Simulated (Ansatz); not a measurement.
The first iterations of a band of a periodic cell of 13 atoms, Zr₁₂H (host Zr, host structure hcp, interstitial H).

Method: DFT PBE, scalar-relativistic, plane waves, PAW in Ansatz 0.2.0. Settings: cutoff 420 eV, k mesh 3x2x3, gaussian smearing 0.1 eV, no spin polarisation.

| Quantity | Value |
| --- | --- |
| movable images | 3 |
| climbing image | yes |
| spring | 5.0 eV/Å² |
| optimiser | lbfgs |
| start path | IDPP |
| force threshold | 0.05 eV/Å |
| iteration limit | 80 |
| end points | relaxed |

Image 0:

```xyz
13
Lattice="6.4600 0.0000 0.0000 -4.8450 8.3918 0.0000 0.0000 0.0000 5.1454" Properties=species:S:1:pos:R:3
Zr 0.019 -0.019 -0.018
Zr 0.041 1.880 2.532
Zr -1.610 2.835 -0.007
Zr -1.615 4.676 2.567
Zr -3.231 5.608 0.022
Zr -3.245 7.437 2.589
Zr 3.186 -0.017 0.049
Zr 3.208 1.882 2.601
Zr 1.629 2.818 -0.008
Zr 1.611 4.646 2.560
Zr -0.006 5.580 0.016
Zr -0.005 7.420 2.590
H 4.844 0.932 3.863
```

Image 4:

Only the atoms that move by more than 0.05 Å are listed.
```
Zr2 0.029 1.885 2.606
Zr7 3.200 -0.015 -0.027
H13 4.843 0.934 1.288
```

| iteration | highest image above the first end (eV) | largest band force component (eV/Å) |
| --- | --- | --- |
| 1 | 0.976 | 1.752 |
| 2 | 0.869 | 1.588 |

Q: Does the band converge within its limit, and where does its top end?

A: The forces met the threshold. It ended after 7 iterations with the highest image 0.452 eV above the first end. By the program's own check the climbing image is a first-order saddle point (lowest curvatures found: -1.08 and 0.72 eV/Å²). Limits of this set-up: coarse k mesh, odd electron count without spin, a small cell, in which the defect meets its images.

Time of the run: 4.3 min on 4 threads of AMD EPYC 7R13 Processor (Zen 3) (shared host), peak memory 1.6 GiB.
